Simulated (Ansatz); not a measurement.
Al5Sb5H18, a cluster cut from zinc blende AlSb (hydrogen-capped), relaxed as a singlet with RKS PBE-D4/def2-SVP in Ansatz, starting from a model built from a lattice or polyhedron. Force threshold 0.03 eV/Å.

In the def2 sets Sb takes a core potential; there is no spin–orbit coupling.

Start:

```xyz
28

Al    3.185    0.654    0.835
Al    2.538    1.929   -3.264
Al    0.143   -1.613    2.932
Al   -3.575   -2.646    0.927
Al   -0.532   -0.347   -1.166
Sb    0.554    0.311    1.156
Sb   -0.097    1.582   -2.937
Sb    3.631    2.587   -0.940
Sb   -3.144   -0.667   -0.820
Sb   -2.480   -1.958    3.252
H     3.783    1.031    2.199
H     3.809   -0.681    0.332
H     2.759    3.044   -4.263
H     3.133    0.613   -3.751
H     0.756   -1.221    4.296
H     0.758   -2.923    2.428
H    -5.089   -2.850    1.097
H    -2.939   -3.935    0.410
H     0.098   -1.687   -1.652
H    -0.159    1.784    1.737
H    -0.818    3.041   -2.391
H    -0.803    1.152   -4.451
H     2.887    4.066   -0.391
H     5.306    2.814   -1.154
H    -3.842    0.765   -0.295
H    -3.880   -1.143   -2.365
H    -3.189   -0.502    3.826
H    -2.792   -3.202    4.413
```

Task: Estimate the energy that the relaxation releases and the steps that it takes.

Result: 139.0 kJ/mol, in 19 steps; 2.4 min on 4 threads of Arm Neoverse V1 on a shared host. The force fell under the threshold at step 7, but the optimiser went on and released 0.024 eV more. No frequencies were taken in this run, so the end may be a saddle point.

Task: Does the start keep its bonding?

Result: By distances, no bond broke or formed. The bond that changes most is Al2–H13, from 1.51 to 1.60 Å (atoms count from 1).

Task: Predict the relaxed structure.

Result: 
```xyz
28

Al    3.486    0.552    0.947
Al    2.503    2.451   -3.505
Al    0.281   -1.838    3.146
Al   -4.142   -2.508    1.052
Al   -0.171   -0.961   -1.295
Sb    0.876   -0.215    1.043
Sb    0.145    1.196   -2.897
Sb    3.369    2.546   -0.925
Sb   -2.838   -1.033   -0.852
Sb   -2.456   -1.801    3.069
H     3.882    1.237    2.340
H     4.300   -0.639    0.250
H     2.159    3.912   -4.059
H     3.375    1.350   -4.272
H     0.723   -1.115    4.506
H     0.699   -3.326    2.724
H    -5.596   -1.875    1.260
H    -3.841   -4.035    0.676
H     0.380   -2.304   -1.958
H    -0.003    1.234    1.336
H    -0.874    2.362   -2.160
H    -0.824    0.975   -4.298
H     2.531    3.863   -0.214
H     4.896    3.330   -0.990
H    -3.214    0.615   -0.562
H    -3.635   -1.131   -2.371
H    -2.956   -0.233    3.551
H    -3.055   -2.608    4.462
```
Bond lengths (bridged metal pairs left out): 11 × Al–Sb 2.67 to 2.74 Å; 9 × H–Sb 1.72 Å; 9 × Al–H 1.60 Å.
